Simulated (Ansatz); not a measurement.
Harmonic frequencies (cm⁻¹) at PBE0-D4/def2-TZVPD from Ansatz: 18, 244, 258, 374, 426, 521, 586, 723, 809, 813, 1121, 1157, 1215, 1401, 1787.

Q: Which molecule is it?
A. `[CH3][Ga+][CH3]`
B. `O=C([O-])C(F)(F)F`
C. `[NH4+]`
D. `C[O-]`

A: B.
